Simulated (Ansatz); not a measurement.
CH3ClO2W (`[CH3][W](=[O])(=[O])[Cl]`). Total charge 0; spin multiplicity 1. Correlated methods include outer-core shells of W, which these sets cover unevenly. W takes the def2 core potential.

```json
{"atom": "C1", "x (Å)": "-0.0755", "y (Å)": "1.0890", "z (Å)": "-0.2614"}
{"atom": "W2", "x (Å)": "0.0049", "y (Å)": "-0.9378", "z (Å)": "0.2806"}
{"atom": "O3", "x (Å)": "0.2654", "y (Å)": "-0.9283", "z (Å)": "1.9572"}
{"atom": "O4", "x (Å)": "-1.5574", "y (Å)": "-1.5288", "z (Å)": "-0.0174"}
{"atom": "Cl5", "x (Å)": "1.6186", "y (Å)": "-2.0341", "z (Å)": "-0.8757"}
{"atom": "H6", "x (Å)": "0.8910", "y (Å)": "1.5558", "z (Å)": "-0.0477"}
{"atom": "H7", "x (Å)": "-0.8515", "y (Å)": "1.6185", "z (Å)": "0.2952"}
{"atom": "H8", "x (Å)": "-0.2953", "y (Å)": "1.1658", "z (Å)": "-1.3307"}
```

(1) Give the diagnostics of a CCSD(T)/def2-TZVPP run (frozen core, the Gaussian-basis code of Ansatz). (Best estimate.)

Results:

(1) Ansatz gave: T1 = 0.0226, largest single amplitude 0.055, largest double 0.033, (T) share of the correlation energy 5.5 %, 14 CCSD cycles. The RHF solution is stable towards an unrestricted one. T1 lies over the customary mark of 0.02 for closed shells; compounds of d metals often pass it without a breakdown.
